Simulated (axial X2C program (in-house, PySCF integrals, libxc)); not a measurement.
## Bond lengths and stretching modes, held linear, of BrBBr⁺

Computed with an in-house all-electron X2C program for linear molecules (integrals from PySCF): two-component X2C with atomic mean-field Coulomb and Gaunt terms, Gaussian nuclei, basis Br dyall-av3z, B dyall-v3z with contracted cores. Spin-free rows use the one-electron spin-free X2C Hamiltonian.

Masses Br 78.918, B 11.009, Br 78.918 u. States: 2c Ω = 0 (all partner blocks equally filled); spin-free M_S = 0, Λ = 0 (closed shell).

PBE0, spin-free: energies above the lowest point

| r(Br–B) (Å) | r(B–Br) (Å) | E (meV) |
| --- | --- | --- |
| 1.7179 | 1.7179 | 59.69 |
| 1.7179 | 1.7620 | 28.51 |
| 1.7179 | 1.8060 | 58.24 |
| 1.7620 | 1.7179 | 28.51 |
| 1.7620 | 1.7620 | 0.00 |
| 1.7620 | 1.8060 | 32.20 |
| 1.7620 | 1.8501 | 113.31 |
| 1.8060 | 1.7179 | 58.24 |
| 1.8060 | 1.7620 | 32.20 |
| 1.8060 | 1.8060 | 66.66 |
| 1.8501 | 1.7620 | 113.31 |
| 1.8501 | 1.8501 | 234.95 |

Problem. Fit a quadratic surface with cubic terms in each bond: where is the minimum, and what are the two stretching wavenumbers?

Solution. At PBE0, spin-free: bonds 1.759 and 1.759 Å; harmonic stretches 335.9 and 1267.8 cm⁻¹; force constants 5.06, 5.06 and coupling 0.19 mdyn/Å.

The other levels and Hamiltonians give:

| Hamiltonian | level | r(Br–B) (Å) | r(B–Br) (Å) | lower stretch (cm⁻¹) | upper stretch (cm⁻¹) |
| --- | --- | --- | --- | --- | --- |
| 2c | PBE0 | 1.760 | 1.760 | 335.2 | 1265.9 |
| 2c | HF | 1.765 | 1.765 | 337.9 | 1257.8 |
| 2c | LDA | 1.754 | 1.754 | 332.8 | 1265.3 |
| 2c | MP2 | 1.762 | 1.762 | 341.8 | 1278.6 |
| spin-free | HF | 1.764 | 1.764 | 338.6 | 1259.8 |
| spin-free | LDA | 1.754 | 1.754 | 333.6 | 1267.3 |
| spin-free | MP2 | 1.761 | 1.761 | 342.4 | 1280.1 |

Each state is one determinant, the lowest of a limited PBE0 search; the stretches come from a fit to these few points and carry an uncertainty of a few per cent. Other orders of the atoms were not compared. MP2 freezes inner shells (threshold -2 hartree). The molecule was held linear; bending was not examined, so a bent shape may lie lower.
